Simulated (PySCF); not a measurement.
ethyl(silyl)silane (C2H10Si2), SMILES CC[SiH2][SiH3].

The structure is a stationary point at ωB97X-D3(BJ)/def2-SVP. The values are those of a single conformer.

Two levels are set side by side: PBE/def2-TZVP (PySCF) and r2SCAN/def2-TZVP (PySCF). Same geometry, gas phase. Differences are taken from unrounded values.

```
quantity                     r2SCAN    PBE  PBE minus r2SCAN
---------------------------  ------  -----  ----------------
orbital gap (eV)               6.70   6.15             -0.55
highest occupied level (eV)   -7.07  -6.82              0.25
lowest empty level (eV)       -0.37  -0.67             -0.30
dipole moment (D)              1.04   1.05              0.01
mean polarisability (bohr³)    83.5   85.8               2.3
```

Rough cost on one machine, each run with all the roots and properties that it gave: r2SCAN against PBE about 3 times.
